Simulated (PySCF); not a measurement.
A calculated (UHF, PySCF 2.14, aug-cc-pVDZ-DK, the spin-free X2C one-electron Hamiltonian (Gaussian nucleus)) atom or ion has these occupied shells.

```tsv
shell	electrons	orbital energy (eV)	rms radius, mean of both spins (bohr)
1s α	1	-6636.5	0.0703
1s β	1	-6636.4	0.0703
2s α	1	-843.49	0.302
2s β	1	-840.10	0.302
2p α	3	-717.18	0.273
2p β	3	-713.77	0.273
3s α	1	-146.96	0.907
3s β	1	-137.38	0.907
3p α	3	-109.73	0.970
3p β	3	-98.141	0.970
3d α	4	-53.238	1.14
```

**Question.** Name the element and its charge.

**Answer.** Mn³⁺ (manganese, charge +3), in [Ar] 3d4, high-spin 5D determinant.
